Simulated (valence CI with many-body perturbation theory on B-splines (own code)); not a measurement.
Missing levels of Cd42+

Calculated by configuration interaction combined with many-body perturbation theory (CI+MBPT): four valence electrons over a frozen Dirac-Fock core [He], radial functions for each j: 11 s, 11 p, 9 d, 7 f, 5 g, 2 h, 1 i, with the one-electron correlation potential Σ1 (screened to all orders), the two-electron term Σ2, the three-electron term Σ3, Breit, model QED; selected single and double excitations, second order for the rest (own B-spline code, finite nucleus).

The last digits are not significant, and no measured levels were compared; by estimate large intervals hold to a few tenths of a per cent, small ones and those within an open d or f shell to about a per cent. Among the levels kept, up to 260 cm⁻¹ of a level comes from second order outside the variational space, and about a tenth of that is noise between levels of different J, which matters for small intervals.

| Level | E (Ry) |
| --- | --- |
| (2s^2 2p1/2^2) J=0 | 0.000 |
| (2s^2 2p1/2 2p3/2) J=1 | 14.213 |
| (2s^2 2p1/2 2p3/2) J=2 | 15.254 |
| (2s 2p1/2^2 2p3/2) J=2 | 25.660 |
| (2s 2p1/2^2 2p3/2) J=1 | 29.638 |
| (2s^2 2p3/2^2) J=2 | 30.232 |
| (2s^2 2p3/2^2) J=0 | 32.775 |
| (2s 2p1/2 2p3/2^2) J=2 [a] | ? |
| (2s 2p1/2 2p3/2^2) J=3 | ? |
| (2s 2p1/2 2p3/2^2) J=0 | ? |
| (2s 2p1/2 2p3/2^2) J=1 [a] | 44.548 |
| (2s 2p1/2 2p3/2^2) J=2 [b] | ? |
| (2s 2p1/2 2p3/2^2) J=1 [b] | 45.610 |
| (2p1/2^2 2p3/2^2) J=2 | 57.855 |
| (2s 2p3/2^3) J=2 | 58.078 |
| (2p1/2^2 2p3/2^2) J=0 | ? |
| (2s 2p3/2^3) J=1 | 61.686 |
| (2p1/2 2p3/2^3) J=1 | 72.656 |
| (2p1/2 2p3/2^3) J=2 | 73.769 |
| (2p3/2^4) J=0 | ? |

Levels are named by their leading jj configuration (3d3/2^4 stands for four electrons in 3d with j = 3/2), which in mixed levels can hold well under half, so a name can repeat and another be missing. Letters in brackets count levels of one name in rising energy.

Task: The levels stand in rising order. What does the calculation give for the missing energies?

Result: (2s 2p1/2 2p3/2^2) J=2 [a] 39.136; (2s 2p1/2 2p3/2^2) J=3 41.361; (2s 2p1/2 2p3/2^2) J=0 43.657; (2s 2p1/2 2p3/2^2) J=2 [b] 45.286; (2p1/2^2 2p3/2^2) J=0 60.646; (2p3/2^4) J=0 90.016.
